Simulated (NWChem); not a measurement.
# SnH3O2F; SMILES [OH][SnH]([OH])[F]

```xyz
7

Sn    -0.0008    -0.0349    -0.2520
O     -0.2011    -1.8480     0.5448
O      1.6438     0.8441     0.4663
F     -1.4198     1.1258     0.4460
H     -0.1085    -0.1796    -1.9549
H      0.0294    -1.8146     1.4944
H      1.3586     1.6406     0.9589
```
Atoms are numbered in this order, from 1.

Computed with NWChem. Coordinates come from a PBE-D3(BJ)/def2-SVP optimisation. def2 effective core potentials on Sn; no spin-orbit coupling. Level M06-2X/def2-SVP: energy and gradient on several grids; changes count from the extra-fine grid, which is no exact limit either.

| grid | size of the energy change (μHa) | largest change of a gradient component (μHa/bohr) | time, medium = 1 (rough) |
|---|---|---|---|
| xcoarse | 8000 | 7000 | about 1 |
| coarse | 1000 | 800 | about 1 |
| medium | < 10 | 80 | about 1 |
| fine | < 10 | 80 | about 1 |
| xfine | < 10 | < 30 | 3 |
